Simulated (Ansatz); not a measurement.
Method: frozen-core CCSD(T)/def2-TZVPP // B3LYP-D3(BJ)/def2-TZVP run with Ansatz (a first-principles code).

Ansatz 0.2 input:
```yaml
crystal:
  periodic: [false, false, false]
  atoms:
    - { symbol: C, position_ang: [2.178707, -0.548616, -0.178774] }
    - { symbol: C, position_ang: [0.937924, -0.555479, 0.297329] }
    - { symbol: C, position_ang: [-0.135487, 0.360665, -0.115653] }
    - { symbol: C, position_ang: [-1.56379, -0.136814, -0.172436] }
    - { symbol: C, position_ang: [-1.157363, 0.823049, 0.900591] }
    - { symbol: H, position_ang: [2.922041, -1.252985, 0.169784] }
    - { symbol: H, position_ang: [2.492374, 0.162921, -0.933976] }
    - { symbol: H, position_ang: [0.665546, -1.287256, 1.054968] }
    - { symbol: H, position_ang: [0.146535, 1.084983, -0.870464] }
    - { symbol: H, position_ang: [-2.187984, 0.223012, -0.978899] }
    - { symbol: H, position_ang: [-1.740879, -1.167559, 0.104804] }
    - { symbol: H, position_ang: [-1.50059, 1.846529, 0.836046] }
    - { symbol: H, position_ang: [-1.057025, 0.447557, 1.910343] }
basis:
  gaussian: { orbitals: def2-TZVPP }
correlation:
  method: ccsd_t
```

Output:

```
Functional definition: HF
1563 factors; integrals over basis functions are off by at most 9.8e-4 eV
mean field evaluation 1: about -5275.3353 eV, gradient 3.7e1 eV
mean field evaluation 2: about -5275.5923 eV, gradient 3.7e1 eV
mean field evaluation 4: about -5279.3532 eV, gradient 4.2e0 eV
mean field evaluation 8: about -5279.4084 eV, gradient 2.3e-1 eV
mean field evaluation 16: about -5275.3329 eV, gradient 3.7e1 eV
mean field -5279.40861708 eV, -194.0146881658 hartree, gradient 1.3e-6 eV, S^2 0.000000; 0 other end points of the search recorded, 0 dependent functions left out
5 core orbitals not correlated
reference -5279.40861708 eV, -194.0146881658 hartree; 14, 14 occupied and 248, 248 virtual orbitals, 1563 factors
second order -22.58984301 eV of doubles, -0.00000000 eV of singles
cycle   1  -23.08708519 eV  change   -5.0e-1 eV  update   9.4e-2
cycle   2  -23.65032206 eV  change   -5.6e-1 eV  update   2.8e-2
cycle   3  -23.74743304 eV  change   -9.7e-2 eV  update   1.2e-2
cycle   4  -23.74459766 eV  change    2.8e-3 eV  update   3.4e-3
cycle   5  -23.74549837 eV  change   -9.0e-4 eV  update   1.3e-3
cycle   6  -23.74578831 eV  change   -2.9e-4 eV  update   3.5e-4
cycle   7  -23.74563961 eV  change    1.5e-4 eV  update   1.0e-4
cycle   8  -23.74562959 eV  change    1.0e-5 eV  update   4.3e-5
cycle   9  -23.74563874 eV  change   -9.2e-6 eV  update   1.4e-5
perturbative correction -1.05615780 eV, -0.0388130832 hartree
Total energy: -5304.21041361 eV, -194.9261373773 hartree
```

Cost: roughly 6 core-minutes.
